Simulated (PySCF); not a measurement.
C5H4BF3O3: full NMR table

```yaml
Formula: C5H4BF3O3
SMILES: O=C(C1=[O+][BH2-]OC=C1)C(F)(F)F
Carbon_signals: 5
Proton_signals: 3
```

Molfile (atoms numbered from 1):
```
C5H4BF3O3
     RDKit          3D

 16 16  0  0  0  0  0  0  0  0999 V2000
    1.7927    0.0224    1.9733 O   0  0  0  0  0  0  0  0  0  0  0  0
    1.4256   -0.3055    0.8826 C   0  0  0  0  0  0  0  0  0  0  0  0
    0.0792    0.1190    0.3319 C   0  0  0  0  0  0  0  0  0  0  0  0
   -0.2127   -0.2933   -0.8310 O   0  0  0  0  0  0  0  0  0  0  0  0
   -1.5325    0.0500   -1.5508 B   0  0  0  0  0  0  0  0  0  0  0  0
   -2.3713    0.9024   -0.5729 O   0  0  0  0  0  0  0  0  0  0  0  0
   -1.9841    1.2574    0.5720 C   0  0  0  0  0  0  0  0  0  0  0  0
   -0.7422    0.9143    1.1195 C   0  0  0  0  0  0  0  0  0  0  0  0
    2.3175   -1.1863   -0.0246 C   0  0  0  0  0  0  0  0  0  0  0  0
    2.5955   -0.5441   -1.1528 F   0  0  0  0  0  0  0  0  0  0  0  0
    1.6966   -2.3241   -0.3110 F   0  0  0  0  0  0  0  0  0  0  0  0
    3.4493   -1.4640    0.5967 F   0  0  0  0  0  0  0  0  0  0  0  0
   -2.1321   -0.9841   -1.7606 H   0  0  0  0  0  0  0  0  0  0  0  0
   -1.2719    0.7340   -2.5198 H   0  0  0  0  0  0  0  0  0  0  0  0
   -2.6979    1.8698    1.1437 H   0  0  0  0  0  0  0  0  0  0  0  0
   -0.4286    1.2299    2.1116 H   0  0  0  0  0  0  0  0  0  0  0  0
  1  2  2  0
  2  3  1  0
  3  4  2  0
  4  5  1  0
  5  6  1  0
  6  7  1  0
  7  8  2  0
  2  9  1  0
  9 10  1  0
  9 11  1  0
  9 12  1  0
  8  3  1  0
  5 13  1  0
  5 14  1  0
  7 15  1  0
  8 16  1  0
M  CHG  2   4   1   5  -1
M  END
```

[PySCF 2.14.0 with density-fitted response routines: geometry from PBE0-D3(BJ)/def2-SVP; B3LYP/pcJ-1 coupling constants (spin–dipole term only in couplings to heteroatoms); shielding tensors at PBE0/pcSseg-1 (GIAO); relativity neglected; fast rotation and ring inversion assumed for equivalent nuclei; no solvent model; single conformer]

Scale: ¹H (σref 31.27) and ¹³C (σref 184.41) vs TMS; ¹⁹F (σref 177.25) vs CFCl3; BF3·OEt2 for ¹¹B (σref 100.73); ¹⁷O (σref 334.56) against H2O (reference shieldings calculated alike).

| carbon | δC, type | δH (multiplicity, J in Hz) | HMBC from (abs. J ≥ 3 Hz) | span of the C tensor (ppm) |
| --- | --- | --- | --- | --- |
| C2 | 186.9, C | – | – | 185 |
| C3 | 174.6, C | – | H15, H16 | 194 |
| C7 | 191.9, CH | 7.82 (d, 3.8) | H16 | 225 |
| C8 | 98.4, CH | 5.77 (d, 3.8) | H15 | 180 |
| C9 | 120.1, C | – | – | 41 |

Other nuclei:
| atoms | nucleus | environment | δ (ppm) | σ (ppm) |
| --- | --- | --- | --- | --- |
| H13/H14 | ¹H | hydrogen on a boron bonded to 2 O, in a 6-membered ring | 4.48 | 26.79 |
| F10/F11/F12 | ¹⁹F | fluorine of a CF3 group | -88.4 | 265.6 |
| B5 | ¹¹B | boron bonded to 2 O, 2 H, in a 6-membered ring | 5.8 | 94.9 |
| O1 | ¹⁷O | ketone oxygen | 694.5 | -359.9 |
| O6 | ¹⁷O | oxygen bonded to C, B, in a 6-membered ring | 315.6 | 18.9 |
| O4 | ¹⁷O | donor oxygen of a Lewis adduct | 256.3 | 78.3 |

Selected couplings (Hz, signed; the shortest-range and largest first, 30 at most; isotopes ¹³C, ¹⁹F, ¹H, ¹¹B): ¹J(C9,F10) -356.9, ¹J(C7,H15) 194.3, ¹J(C8,H16) 190.6, ¹J(B5,H13) 145.9, ²J(C2,F10) 41.0, ²J(B5,C7) -2.3, ²J(C3,B5) -1.9, ³J(B5,C8) 5.1, ³J(B5,H15) 4.5, ³J(H15,H16) 3.8, ³J(C2,B5) 2.1.

- δC 191.9: alkene carbon bearing oxygen; an sp2 carbon further deshielded by the attached heteroatom.
- δC 186.9, 174.6: ketone carbonyl carbon.
- δC 120.1: CF3 carbon; 3 electronegative neighbours deshield it.
- δC 98.4: β carbon of an enol-ether or enamine type C=C; the O or N lone pair pushes π density onto this β carbon and shields it.
- δH 7.82: hydrogen on an alkene carbon bearing oxygen; olefinic region.
- The protons at 7.82 and 5.77 share a coupling of 3.8 Hz (vicinal, cis across C=C).

Hydrogens on boron are broadened and split by ¹¹B (spin 3/2, 80 %) and 10B (spin 3). C–F couplings over four or more bonds (about 3 Hz to the para carbon of a fluoroarene) are left out. Common functionals overestimate the size of one-bond C–F couplings by tens of Hz; these are unscaled. Multiplet labels drop couplings under 1 Hz and merge nearly equal ones. Unscaled 3J(H,H) at this level run about 10 % above measured values. Shifts are as computed. Against solution values, carbons near 30 ppm lie about +2 ppm off and those near 130 ppm about +5 ppm. Of 1313 compounds with measured shifts, 239 miss one by over three times the rms of a fit or turn the order of signals round; such compounds aren't used in these exercises. Unscaled 19F shifts against computed CFCl3 carry errors that often reach 10 to 50 ppm. Unscaled 17O shifts of doubly bonded oxygen tend to come out too high, by tens of ppm or more. Experimental scales use liquid or dissolved standards, which lie at an offset from isolated H2O (liquid H2O: subtract about 36 ppm).
